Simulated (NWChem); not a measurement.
System: AlO, doublet; SMILES [O]=[Al]

Parts of the log:

```
             Northwest Computational Chemistry Package (NWChem) 7.3.0
             --------------------------------------------------------

 ORDER OF PRIMARY AXIS IS BEING SET TO 4
 C4V symmetry detected

                             Geometry "geometry" -> ""
                             -------------------------

 Output coordinates in angstroms (scale by  1.889725989 to convert to a.u.)

  No.       Tag          Charge          X              Y              Z
 ---- ---------------- ---------- -------------- -------------- --------------
    1 Al                  13.0000     0.00000000     0.00000000    -0.62191543
    2 O                    8.0000     0.00000000     0.00000000     1.01061257

 Effective nuclear repulsion energy (a.u.)      33.7111730371

      Symmetry information
      --------------------

 Group name             C4v
 Group number             18
 Group order               8
 No. of unique centers     2

  pbe96 is a nonlocal functional; adding pw91lda local functional.

                                 NWChem DFT Module
                                 -----------------

 Summary of "ao basis" -> "ao basis" (spherical)
 ------------------------------------------------------------------------------
       Tag                 Description            Shells   Functions and Types
 ---------------- ------------------------------  ------  ---------------------
 Al                          6-31g*                  8       18   4s3p1d
 O                           6-31g*                  6       14   3s2p1d

      Symmetry analysis of basis
      --------------------------

        a1         14
        a2          0
        b1          2
        b2          2
        e          14

            General Information
            -------------------
          SCF calculation type: DFT
          Wavefunction type:  spin polarized.
          No. of atoms     :     2
          No. of electrons :    21
           Alpha electrons :    11
            Beta electrons :    10
          Charge           :     0
          Spin multiplicity:     2
          Use of symmetry is: on ; symmetry adaption is: on
          Maximum number of iterations: 150
          AO basis - number of functions:    32
                     number of shells:    14
          Convergence on energy requested:  1.00D-06
          Convergence on density requested:  1.00D-05
          Convergence on gradient requested:  5.00D-04

              XC Information
              --------------
                     Hartree-Fock (Exact) Exchange  1.000
                     LC-wPBE(h)Exchange Functional  1.000
            Perdew 1991 LDA Correlation Functional  1.000 local
           PerdewBurkeErnz. Correlation Functional  1.000 non-local

           Range-Separation Parameters
           ---------------------------
           Alpha           :  0.00
           Beta            :  1.00
           Gamma           :  0.40
           Short-Range HF  :     F

             Grid Information
             ----------------
          Grid used for XC integration:  medium
          Radial quadrature: Mura-Knowles
          Angular quadrature: Lebedev.
          Tag              B.-S. Rad. Rad. Pts. Rad. Cut. Ang. Pts.
          ---              ---------- --------- --------- ---------
          Al                  1.25       88           7.0       590
          O                   0.60       49           7.0       434
          Grid pruning is: on
          Number of quadrature shells:   137
          Spatial weights used:  Erf1

      Superposition of Atomic Density Guess
      -------------------------------------

 Sum of atomic energies:        -316.61300293

      Non-variational initial energy
      ------------------------------

 Total energy =    -316.497842
 1-e energy   =    -506.609544
 2-e energy   =     156.400528
 HOMO         =      -0.261801
 LUMO         =       0.023319

   Symmetry analysis of molecular orbitals - initial alpha
   -------------------------------------------------------

 !! scf_movecs_sym_adapt:    4 vectors were symmetry contaminated

  Symmetry fudging

 !! scf_movecs_sym_adapt:    4 vectors were symmetry contaminated

  Numbering of irreducible representations:

     1 a1          2 a2          3 b1          4 b2          5 e

  Orbital symmetries:

     1 a1          2 a1          3 a1          4 a1          5 e
     6 e           7 a1          8 a1          9 e          10 e
    11 a1         12 e          13 e          14 a1         15 a1
    16 e          17 e          18 a1         19 b1         20 b2
    21 e

   Symmetry analysis of molecular orbitals - initial beta
   ------------------------------------------------------

 !! scf_movecs_sym_adapt:    4 vectors were symmetry contaminated

  Symmetry fudging

 !! scf_movecs_sym_adapt:    4 vectors were symmetry contaminated

  Numbering of irreducible representations:

     1 a1          2 a2          3 b1          4 b2          5 e

  Orbital symmetries:

     1 a1          2 a1          3 a1          4 a1          5 e
     6 e           7 a1          8 a1          9 e          10 e
    11 a1         12 e          13 e          14 a1         15 a1
    16 e          17 e          18 a1         19 b1         20 b2
    21 e

     ---------------------------------------------
      Total Density - Mulliken Population Analysis
     ---------------------------------------------

    Atom       Charge   Shell Charges
 -----------   ------   -------------------------------------------------------
    1 Al  13    11.63   2.00  2.00  5.97  0.76  0.29  0.46  0.06  0.09
    2 O    8     9.37   2.00  0.98  3.27  0.96  2.15  0.01

     --------------------------------------------
      Spin Density - Mulliken Population Analysis
     --------------------------------------------

[...]
```

Level: LC-wPBE (HJS exchange hole, range parameter 0.4 per bohr)/6-31G* (spherical d), spin-unrestricted. All runs use the structure optimised with PBE0/def2-SVP, spin-unrestricted. No stability test was run on the SCF state.

Problem. Write an input that gives this output.

Solution. This is not unique; one that fits is the input that was run:
```
start job
memory heap 200 mb stack 900 mb global 1100 mb
geometry units angstroms noautoz
  Al     0.000000     0.000000    -0.629348
  O      0.000000     0.000000     1.003180
end
basis spherical
  * library 6-31g*
end
dft
  odft
  mult 2
  xc xwpbe 1.00 cpbe96 1.0 hfexch 1.00
  cam 0.4 cam_alpha 0.0 cam_beta 1.0
  iterations 150
  mulliken
end
task dft energy
```
